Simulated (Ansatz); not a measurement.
Two members of one family (Series InH2X), computed with Ansatz in the gas phase; def2 core potentials for In, no spin–orbit coupling. The two geometries come from different levels. Binding counts from free atoms in the multiplicity of their measured ground term, without zero-point energy. A dash marks a value that wasn't run or was left out as unsound. The structures are stationary points that may keep the symmetry of their start. Remarks come from the PBE and PBE0 runs and from stability tests at other levels; not every state was tested. HOMO above LUMO (over both spins in singlets and doublets, within one spin in higher multiplets; at PBE or PBE0), or a gap under 0.15 eV within one spin, warns that the state may not be the lowest or that an electron is smeared out.

First: InH2(vinyl) (singlet, charge 0, PBE-D4/def2-TZVP geometry).

```csv
atom,x (Å),y (Å),z (Å)
In1,-0.024,0.982,1.271
H2,-0.987,1.234,2.694
H3,1.380,1.948,0.917
C4,-0.488,-0.558,-0.159
C5,0.269,-0.742,-1.251
H6,-1.351,-1.218,-0.015
H7,1.149,-0.125,-1.464
H8,0.053,-1.521,-1.993
```

| level | HOMO (eV) | LUMO (eV) | gap (eV) | vertical IE (eV) | vertical triplet (eV) | binding per atom (eV) |
| --- | --- | --- | --- | --- | --- | --- |
| PBE-D4/def2-SVP | -6.36 | -2.49 | 3.88 | – | – | 3.41 |
| BLYP-D4/def2-TZVP | -6.31 | -2.50 | 3.81 | – | – | 3.33 |
| r2SCAN-D4/def2-TZVP | -6.64 | -2.30 | 4.34 | 9.42 | 3.72 | 3.36 |
| PBE0-D4/def2-TZVP | -7.59 | -1.78 | 5.80 | 9.58 | 3.86 | 3.36 |
| HSE06-D4/def2-TZVP | -7.19 | -2.14 | 5.05 | – | – | 3.36 |

Remarks: gap within one spin near zero at PBE or PBE0 (+1 doublet).

Second: InH2(SMe) (singlet, charge 0, B3LYP-D4/def2-TZVP geometry).

```
atom    x (Å)    y (Å)    z (Å)
 In1  -1.2513   1.0492  -0.9275
  H2   0.1965   1.6016  -1.6822
  H3  -2.8843   1.5077  -1.1882
  S4  -0.8920  -0.6383   0.7366
  C5   0.9335  -0.8417   0.7555
  H6   1.4126  -0.2867  -0.0479
  H7   1.1632  -1.8998   0.6430
  H8   1.3218  -0.4921   1.7106
```

Task: What does the change do? Estimate second minus first.

Result: 
```tsv
level	Δ HOMO (eV)	Δ LUMO (eV)	Δ gap (eV)	Δ vertical IE (eV)	Δ vertical triplet (eV)	Δ binding per atom (eV)
PBE-D4/def2-SVP	0.75	0.31	-0.44	–	–	-0.38
BLYP-D4/def2-TZVP	0.74	0.28	-0.46	–	–	-0.35
r2SCAN-D4/def2-TZVP	0.72	0.29	-0.43	-0.62	0.07	-0.33
PBE0-D4/def2-TZVP	0.78	0.20	-0.59	-0.76	0.01	-0.34
HSE06-D4/def2-TZVP	0.78	0.20	-0.58	–	–	-0.34
```

Remarks: gap within one spin near zero at PBE or PBE0 (triplet).
